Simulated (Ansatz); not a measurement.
ClH3NNbO2, SMILES `[NH2][Nb](=[O])([OH])[Cl]`, relaxed with RKS PBE0-D4/def2-TZVP in Ansatz 0.2.0 from a PBE-D4/def2-SVP geometry. The force threshold is 0.005 eV/Å; the program also tests the step.

The species carries charge 0 and has multiplicity 1. Nb takes the def2 core potential.

Start:

```xyz
8

N     0.824    0.247   -1.144
Nb   -0.512   -0.377    0.159
O    -0.617   -2.063   -0.103
O     0.042   -0.088    1.965
Cl   -2.542    0.711   -0.258
H     1.142    1.218   -1.248
H     1.320   -0.351   -1.814
H     0.342    0.704    2.444
```

```csv
step,energy (eV),largest force (eV/Å),largest move (Å)
1,-19704.8335,0.880,0.000
2,-19704.8733,0.324,0.042
3,-19704.8759,0.064,0.015
4,-19704.8762,0.027,0.010
5,-19704.8763,0.015,0.003
6,-19704.8763,0.012,0.004
7,-19704.8764,0.017,0.006
8,-19704.8764,0.017,0.007
9,-19704.8764,0.007,0.004
10,-19704.8765,0.006,0.008
11 (rejected),-19704.8765,0.016,0.005
12,-19704.8765,0.002,0.003
```

End:

```xyz
8

N     0.824    0.250   -1.133
Nb   -0.508   -0.373    0.154
O    -0.620   -2.038   -0.098
O     0.027   -0.073    1.947
Cl   -2.524    0.692   -0.269
H     1.125    1.209   -1.241
H     1.308   -0.347   -1.788
H     0.369    0.681    2.427
```

It took 69 s on 4 threads of a server CPU on a shared host, with 0.51 GiB of host memory at the peak.
